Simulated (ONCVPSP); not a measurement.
# Which change was made? (Ge, ONCV)

germanium, optimised norm-conserving Vanderbilt (ONCV), made with ONCVPSP 4.0.1 (PBE, scalar-relativistic). Core [Ar], reference 3d10 4s2 4p2. Waves: 4s: rc 1.30 bohr, ncon 3, nbas 8, qcut 5.8 1/bohr, 1 projector; 4p: rc 1.75 bohr, ncon 4, nbas 9, qcut 4.7 1/bohr, 2 projectors, debl 1.1 Ha; 3d: rc 1.35 bohr, ncon 3, nbas 7, qcut 12 1/bohr, 1 projector. Local part: polynomial inside 0.85 bohr (lpopt 3, dvloc0 0 Ha). Core correction: Teter function, fcfact 3.75, rcfact 1.65.

Cutoffs, loose and tight: the cutoffs (Ha) at which the residual kinetic energy of the hardest occupied pseudo-wave falls to 1 and 0.1 mHa per electron. They do not see the model core or the augmentation charge, which bear on the density cutoff. Test errors are all-electron minus pseudo excitation energies from the reference, over the configurations 3d10 4s2 4p1; 3d10 4s2 4p0; 3d10 4s1 4p0; 3d9 4s2 4p3; variants that change the core or the reference have their own tests.

The base gives: outcome: generated; cutoff, loose: 57 Ha; cutoff, tight: 109 Ha; bound ghosts: s; GHOST(+) flags above zero: p; largest test error (meV): -201.

Problem. After one change the result is: outcome: generated; cutoff, loose: 63 Ha; cutoff, tight: 151 Ha; bound ghosts: s; GHOST(+) flags above zero: p; largest test error (meV): +91. Which change was it?
A. d: qcut 8.9
B. d: qcut 10.5
C. d: qcut 6.9

Solution. A. The others give: d: qcut 10.5 → outcome: generated; cutoff, loose: 48 Ha; cutoff, tight: 109 Ha; bound ghosts: s; GHOST(+) flags above zero: p; largest test error (meV): -82 | d: qcut 6.9 → outcome: generated; bound ghosts: s; GHOST(+) flags above zero: p; largest test error (meV): +403.
